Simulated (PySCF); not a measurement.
[NdI2]+ at several levels of theory

Computed with PySCF 2.14.0 (density fitting, no spin-orbit coupling) at the geometry relaxed with PBE0:

```xyz
3
[NdI2]+ (singlet in the valence; each metal's 4f electrons, 3 of them, lie in its core potential, out of spins and levels)
Nd    0.0000    0.0000   -1.1033
I     2.2065    0.0000    0.5983
I    -2.2065    0.0000    0.5983
```

| level | basis | state | HOMO (eV) | gap (eV) | charge on Nd1 (e) | population of f-type functions on Nd1 (polarisation alone where 4f lies in the core) | dipole about the centre of mass (D) | largest force component (eV/Å) |
| --- | --- | --- | --- | --- | --- | --- | --- | --- |
| PBE0 | Nd lcecp-1-SVP with ECP49, I def2-SVP with ECP28 | singlet | -11.73 | 4.25 | 1.09 | 0.03 | 8.10 | 0.02 |
| PBE | the same | singlet | -10.71 | 2.55 | 0.96 | 0.03 | 7.38 | 0.23 |
| PBE0 | Nd lcecp-1-TZVP with ECP49, I def2-TZVP with ECP28 | singlet | -11.67 | 4.31 | 1.40 | 0.04 | 7.93 | 0.10 |

In the lcecp rows the 4f levels are missing from HOMO and gap, and the state counts the valence alone.

Charges are Mulliken's, which hang on the basis. The relaxation used the grid (50, 194), these runs (75, 302) or, all-electron (x2c bases, spin-free X2C Hamiltonian), (99, 590).

(1) What does revPBE with Nd lcecp-1-SVP with ECP49, I def2-SVP with ECP28 give here?

An lcecp potential fixes the number of 4f electrons, so in runs with it no electron can move into or out of that shell.

Answers

(1) state singlet, HOMO (eV) -10.65, gap (eV) 2.60, charge on Nd1 (e) 0.99, population of f-type functions on Nd1 (polarisation alone where 4f lies in the core) 0.03, dipole about the centre of mass (D) 7.44, largest force component (eV/Å) 0.34. Time: 4.2 s on 2 threads of Arm Neoverse V2, on a shared host, from an already converged density.
